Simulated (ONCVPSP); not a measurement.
Lu (Z = 71): excitation energies, all-electron against ONCV

Lu (Z = 71), optimised norm-conserving Vanderbilt (ONCV), made with ONCVPSP 4.0.1 (LDA (Perdew-Zunger), scalar-relativistic). Core [Kr] 4d10 4f14, reference 5s2 5p6 5d1 6s1.5 6p0.5. Waves: 5s+6s: rc 2.25 bohr, ncon 4, nbas 7, qcut 4.4 1/bohr, 2 projectors; 5p+6p: rc 2.70 bohr, ncon 4, nbas 7, qcut 5.4 1/bohr, 2 projectors; 5d: rc 2.35 bohr, ncon 3, nbas 7, qcut 4.2 1/bohr, 2 projectors, debl 2.4 Ha. Local part: polynomial inside 1.50 bohr (lpopt 5, dvloc0 0 Ha). Core correction: Teter function, fcfact 1.5, rcfact 1.4.

Energies are relative to the spin-unpolarised reference configuration 5s2 5p6 5d1 6s1.5 6p0.5; without spin polarisation the order of configurations can differ from experiment.

```json
{"valence configuration": "5s2 5p6 5d1 6s2 6p0", "charge": "0", "ΔE all-electron (eV)": "-1.730", "error AE − PS (meV)": "+0.4"}
{"valence configuration": "5s2 5p6 5d1 6s1 6p0", "charge": "+1", "ΔE all-electron (eV)": "5.852", "error AE − PS (meV)": "-0.1"}
{"valence configuration": "5s2 5p6 5d1 6s0 6p0", "charge": "+2", "ΔE all-electron (eV)": "19.424", "error AE − PS (meV)": "+6.6"}
{"valence configuration": "5s2 5p6 5d2 6s1 6p0", "charge": "0", "ΔE all-electron (eV)": "1.272", "error AE − PS (meV)": "-4.6"}
```
